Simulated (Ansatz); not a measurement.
Consider the redistribution: `Cl[SiH2]Cl` + `O[SiH](Cl)O[Si](F)(F)Cl` → `O[SiH](Cl)O[SiH2]Cl` + `F[Si](F)(Cl)Cl`.

Program: Ansatz. Geometries: PBE0-D4/def2-TZVP. ΔE: electronic, gas phase. CCSD(T)/CBS adds triple-zeta CCSD(T) − MP2 to the extrapolated MP2 energy (def2 sets, frozen cores). This one scheme is used for every species. DFT in def2-TZVPP. B3LYP here is the variant with VWN-RPA as its local correlation; programs differ in this. Each species was taken in one conformer, which may not be the lowest.

```
         level  ΔE (kcal/mol)
        PBE-D4            1.2
     r2SCAN-D4            1.6
      B3LYP-D4            1.8
       ωB97X-V            1.5
       ωB97M-V            1.4
          PBE0            2.0
 HF/def2-TZVPP            3.5
MP2/def2-TZVPP            1.5
```

Question: What does CCSD(T)/CBS give? (Best estimate.)

Answer: Ansatz gave: +1.9 kcal/mol. The listed levels differ from it by -0.7, -0.3, -0.1, -0.4, -0.5, 0.1, 1.6, -0.4 kcal/mol.

Largest T1 diagnostic among the species: 0.011.

In def2-TZVPP, CCSD(T) changes the Hartree–Fock value by −1.6 kcal/mol (the triples alone add −0.4 kcal/mol) and MP2 by −2.1 kcal/mol.
